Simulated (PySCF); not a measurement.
## What PySCF settings do for GeF

Base input, run as `python input.py` with PySCF 2.14:

```python
from pyscf import gto, scf
from pyscf.geomopt.geometric_solver import optimize

mol = gto.M(
    atom='Ge 0 0 0; F 0 0 2.041',
    basis='6-31g*',
    charge=0,
    spin=1,
    verbose=4,
)
mf = scf.ROHF(mol)
mf.kernel()
mol_eq = optimize(mf, maxsteps=30)
print('optimised geometry (angstrom)')
print(mol_eq.tostring('raw'))
print('orbital energies (hartree):', mf.mo_energy[..., max(0, mol.nelec[1]-3):mol.nelec[0]+3].round(4))
```

Base result: E(SCF) = -2174.483206 Eh, 10 cycles, all at the start geometry; optimised bond 1.739 Å with E = -2174.513058 Eh after 7 steps. The last line lists the levels of the start geometry. No search for the lowest solution was made.

Wall time 13 s on one thread of a shared host.

Each row names what differs from the base; energies in brackets are changes from the base.

| change | result |
| --- | --- |
| geometry: bond 2.041 → bond 2.184 | E(SCF) = -2174.460088 Eh (+0.6291 eV), 10 cycles, all at the start geometry; optimised bond 1.739 Å with E = -2174.513058 Eh after 7 steps |
| basis set: 6-31g* → sbkjc; core potential: off → on | E(SCF) = -27.543621 Eh, 9 cycles, all at the start geometry; optimised bond 1.809 Å with E = -27.557896 Eh after 5 steps |
| functional: none (Hartree–Fock) → m062x; SCF type: ROHF → ROKS; step after the SCF: optimize → analyze | E(SCF) = -2176.478997 Eh, 10 cycles, μz(SCF) = -3.33 D |
| point-group symmetry: off → on | the SCF does not converge, then it stops with RuntimeError (Nuclear gradients of <pyscf.scf.hf.SymAdaptedROHF_Scanner object> not converged) after the SCF |
| charge: 0 → -1; spin (2S): 1 → 2 [another spin of the ion may lie lower] [no diffuse functions for the anion] [a high spin state] | E(SCF) = -2174.514065 Eh (-0.8397 eV), 10 cycles, all at the start geometry; optimised bond 1.825 Å with E = -2174.525001 Eh after 6 steps |
| spin-free X2C: off → on [basis contracted without relativity] | E(SCF) = -2191.705104 Eh, 10 cycles, all at the start geometry; optimised bond 1.737 Å with E = -2191.735137 Eh after 7 steps |
| functional: none (Hartree–Fock) → b3lyp5; SCF type: ROHF → ROKS; step after the SCF: optimize → analyze | E(SCF) = -2176.406264 Eh, 12 cycles, μz(SCF) = -3.02 D |
| spin (2S): 1 → 5 [a high spin state] | E(SCF) = -2174.211036 Eh (+7.4061 eV), 9 cycles, all at the start geometry; optimised bond 4.172 Å with E = -2174.277684 Eh after 14 steps |
| level shift (hartree): none → 0.5 | E(SCF) = -2174.483206 Eh (+0.0000 eV), 16 cycles, all at the start geometry; optimised bond 1.739 Å with E = -2174.513058 Eh after 7 steps |
| geometry: bond 2.041 → bond 1.796 | E(SCF) = -2174.511507 Eh (-0.7701 eV), 10 cycles, all at the start geometry; optimised bond 1.739 Å with E = -2174.513058 Eh after 4 steps |
| PCM solvent, dielectric constant: none → 32.6; step after the SCF: optimize → analyze | E(SCF) = -2174.496501 Eh (-0.3618 eV), 10 cycles, μz(SCF) = -4.73 D |
| basis set: 6-31g* → cc-pvdz-dk; spin-free X2C: off → on | E(SCF) = -2196.513402 Eh, 10 cycles, all at the start geometry; optimised bond 1.763 Å with E = -2196.538116 Eh after 6 steps |
| SCF type: ROHF → UHF | E(SCF) = -2174.486790 Eh (-0.0975 eV), 13 cycles, ⟨S²⟩ = 0.762, all at the start geometry; optimised bond 1.739 Å with E = -2174.516679 Eh after 7 steps |
| cycle limit: 50 → 5 | the SCF does not converge, then it stops with RuntimeError (Nuclear gradients of <pyscf.scf.hf.ROHF_Scanner object> not converged) after the SCF |
| functional: none (Hartree–Fock) → o3lyp; SCF type: ROHF → ROKS; step after the SCF: optimize → analyze | E(SCF) = -2176.930185 Eh, 12 cycles, μz(SCF) = -2.92 D |
| geometry: bond 2.041 → bond 4.082 [stretched restricted solution, likely unstable] | E(SCF) = -2174.264903 Eh (+5.9403 eV), all at the start geometry; optimised bond 1.739 Å with E = -2174.513058 Eh after 15 steps |
| geometry: bond 2.041 → bond 0 [unsound on purpose] | stops with RuntimeError (Ill geometry) |
| geometry: bond 2.041 → bond 3.061 [stretched restricted solution, likely unstable] | E(SCF) = -2174.338924 Eh (+3.9261 eV), 12 cycles, all at the start geometry; optimised bond 1.739 Å with E = -2174.513058 Eh after 9 steps |

Problem. Order these changes by how far they move the SCF energy from the base, largest first: (1) geometry: bond 2.041 → bond 1.796; (2) geometry: bond 2.041 → bond 2.184; (3) geometry: bond 2.041 → bond 3.061; (4) geometry: bond 2.041 → bond 4.082.

Solution. (4) +5.9403 eV, (3) +3.9261 eV, (1) -0.7701 eV, (2) +0.6291 eV.
